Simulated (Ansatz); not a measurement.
Computed with Ansatz (a first-principles code) with frozen-core CCSD(T)/def2-TZVPP // CAM-B3LYP-D3(BJ)/def2-TZVP.

Ansatz 0.2 input:
```yaml
crystal:
  periodic: [false, false, false]
  atoms:
    - { symbol: N, position_ang: [-1.054102, -0.065131, 0.026408] }
    - { symbol: In, position_ang: [0.948035, 0.058529, -0.024657] }
    - { symbol: H, position_ang: [-1.672118, 0.727853, -0.003134] }
    - { symbol: H, position_ang: [-1.567498, -0.927793, 0.088324] }
    - { symbol: H, position_ang: [1.575641, 1.643073, -0.126227] }
    - { symbol: H, position_ang: [1.770044, -1.43653, 0.039287] }
basis:
  gaussian: { orbitals: def2-TZVPP }
correlation:
  method: ccsd_t
```

Output:

```
Functional definition: HF
982 factors; integrals over basis functions are off by at most 1.4e-3 eV
mean field evaluation 1: about -6690.5344 eV, gradient 3.9e1 eV
mean field evaluation 2: about -6690.5350 eV, gradient 3.9e1 eV
mean field evaluation 4: about -6693.8018 eV, gradient 2.4e0 eV
mean field evaluation 8: about -6693.8296 eV, gradient 1.1e-1 eV
mean field evaluation 16: about -6693.8290 eV, gradient 4.1e-1 eV
mean field -6693.82966422 eV, -245.9937029192 hartree, gradient 4.5e-6 eV, S^2 0.000000; 0 other end points of the search recorded, 0 dependent functions left out
5 core orbitals not correlated
reference -6693.82966422 eV, -245.9937029192 hartree; 11, 11 occupied and 121, 121 virtual orbitals, 982 factors
second order -14.15889826 eV of doubles, -0.00000000 eV of singles
cycle   1  -14.05846371 eV  change    1.0e-1 eV  update   9.4e-2
cycle   2  -14.42539064 eV  change   -3.7e-1 eV  update   2.8e-2
cycle   3  -14.50499826 eV  change   -8.0e-2 eV  update   1.8e-2
cycle   4  -14.49921208 eV  change    5.8e-3 eV  update   5.8e-3
cycle   5  -14.49662947 eV  change    2.6e-3 eV  update   3.3e-3
cycle   6  -14.49736628 eV  change   -7.4e-4 eV  update   1.2e-3
cycle   7  -14.49719786 eV  change    1.7e-4 eV  update   4.3e-4
cycle   8  -14.49722076 eV  change   -2.3e-5 eV  update   1.3e-4
cycle   9  -14.49727256 eV  change   -5.2e-5 eV  update   3.6e-5
cycle  10  -14.49726723 eV  change    5.3e-6 eV  update   1.1e-5
perturbative correction -0.46217909 eV, -0.0169847685 hartree
Total energy: -6708.78911054 eV, -246.5434524319 hartree
```

Cost: very roughly 23 core-seconds.
